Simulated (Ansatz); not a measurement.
Born–Oppenheimer molecular dynamics of ClGaH$_{2}$Se (5 atoms, charge 0, multiplicity 1). It goes on from the last frame of an earlier run, with new velocities.

The calculation used Ansatz 0.2.0, UHF/def2-SVP.

```yaml
ensemble: NVT, Nosé–Hoover chain
time_step: 1 fs
steps_asked: 400
set_temperature: 300 K
thermostat: time constant 100 fs, chain length 5
seed: 150812
```

First frame:

```xyz
5
Properties=species:S:1:pos:R:3
Cl -1.405 -1.373 1.681
Ga -0.420 -0.379 -0.137
Se 1.142 1.030 0.700
H -1.079 -1.027 -1.346
H 1.558 1.616 -0.472
```

(1) How far do the bonds stretch over the last three quarters of this one trajectory? (Pairs bonded in most of those frames.)

## Answers

(1) 
| bond | mean (Å) | spread (Å) | shortest | longest |
| --- | --- | --- | --- | --- |
| Cl1–Ga2 | 2.167 | 0.063 | 2.06 | 2.26 |
| Ga2–Se3 | 2.329 | 0.018 | 2.29 | 2.36 |
| Ga2–H4 | 1.556 | 0.017 | 1.53 | 1.59 |
| Se3–H5 | 1.462 | 0.045 | 1.39 | 1.53 |

Mean temperature of the second half: 256 K. The conserved energy stayed within 1.4 meV per atom of its start (net change -0.82 meV per atom), so the integration is sound. The mean temperature of the second half is 15 % below the set value. A run of 0.4 ps of so small a system gives no equilibrium averages.

The run took 12 min on 4 threads of Arm Neoverse N1, with other jobs on the host, peak memory 0.28 GiB.
